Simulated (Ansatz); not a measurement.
Isomers of Sn2F3 (doublet), relaxed with PBE0-D4/def2-SVP; total energies from Ansatz at ωB97M-V/def2-TZVP.

```csv
isomer,description,energy (Eh)
A,point group C2; 4 × F–Sn 1.96 to 2.16 Å,-728.25639
B,point group Cs; 5 × F–Sn 1.95 to 2.18 Å,-728.27454
```

In the def2 sets Sn takes a core potential; there is no spin–orbit coupling.

The isomers come from a short search, and lower ones may exist.

Question: Work out the relative energies (1 Eh = 2625.5 kJ/mol) and the Boltzmann populations at 800 K from electronic energies alone (R = 8.314 J/mol/K).

Answer: ΔE: A 47.7, B 0.0 kJ/mol. RT = 6.65 kJ/mol. Factors exp(−ΔE/RT): A 0.000767, B 1; sum 1.001. Populations: A 0.1 %, B 99.9 %. Zero-point energy, vibrational entropy and symmetry numbers are left out and can shift these; an error of 4 kJ/mol changes a ratio by a factor of 1.8. Over the other density-functional and correlated levels in def2 sets, the gap between B and A ranges from 12 to 78 kJ/mol.
